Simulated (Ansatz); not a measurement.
`[SiH3][Te]CCl` + CH₄ → `CC[Te][SiH3]` + HCl at 700 K and 1 bar (formal exchange of groups at a C–Cl bond).

Program: Ansatz. Geometries: PBE0-D4/def2-TZVP. ΔE: electronic, gas phase. CBS: MP2 limit from def2 TZ/QZ plus the TZ coupled-cluster correction, frozen cores. This one scheme is used for every species. def2 core potentials past Kr. For Te outer-core shells are correlated without core-valence functions, which leaves a few kJ/mol of doubt a bond. Each species was taken in one conformer, which may not be the lowest.

| species | CCSD(T)/CBS energy (Eh) | H − E (kJ/mol) | S (J/(mol·K)) |
| --- | --- | --- | --- |
| `[SiH3][Te]CCl` | -1057.64579 | 213.2 | 486.9 |
| CH₄ | -40.46206 | 145.9 | 224.0 |
| `CC[Te][SiH3]` | -637.73763 | 320.5 | 499.9 |
| HCl | -460.38127 | 38.4 | 211.8 |

H − E and S are ideal-gas, rigid-rotor, harmonic terms from PBE0-D4/def2-TZVP, for one conformer and one mirror image of each species. 1 Eh = 2625.50 kJ/mol, R = 8.31446 J/(mol·K).

Task: By hand: ΔE, ΔH, ΔS and ΔG.

Result: ΔE = (-637.73763) + (-460.38127) − (-1057.64579) − (-40.46206) = -0.01105 Eh = -29.0 kJ/mol. Δ(H − E) = 320.5 + 38.4 − 213.2 − 145.9 = -0.2, so ΔH = -29.2 kJ/mol. ΔS = 499.9 + 211.8 − 486.9 − 224.0 = 0.8 J/(mol·K). ΔG = -29.2 − 700 × (0.8)/1000 = -29.8 kJ/mol.

Task: By hand: the equilibrium constant, and the temperature at which ΔG would vanish if ΔH and ΔS stayed fixed.

Result: log₁₀ K = −ΔG/(RT ln 10) = 2.2. ΔH and −TΔS have one sign here, so there is no such temperature.

The number of gas molecules stays the same, so ΔS is small and ΔH decides. A doubt of 5 kJ/mol in ΔE shifts log₁₀ K by 0.4 here. Other conformers and mirror images would add mixing entropy, several J/(mol·K) or more a flexible species. Modes under 60 cm⁻¹, often nearly free rotors, make the harmonic entropy too high. These are equilibria of isolated gas molecules and say nothing of rates. Largest T1 diagnostic: 0.010 (customary marks: 0.02 for closed shells, 0.045 for open ones).

ΔS is within the doubt of such terms, so its sign, and with it that verdict, could turn.
